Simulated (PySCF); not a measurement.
Vertical excitations of a molecule C3H7O, multiplicity 2 from TDA-PBE/def2-SVPD (PySCF), as energy in eV (oscillator strength): 0.48 (0.000), 3.66 (0.000), 3.74 (0.001), 4.16 (0.025), 4.44 (0.001), 5.53 (0.010), 5.63 (0.000), 5.83 (0.008), 6.21 (0.012), 6.67 (0.021). Geometry: TPSSh-D3(BJ)/def2-SVP. The values are those of a single conformer.

Problem. Which structure fits?
(A) [CH2]COC
(B) [CH2]OCC
(C) CC(C)[O]
(D) [CH2]C(C)O

Solution. C, CC(C)[O]
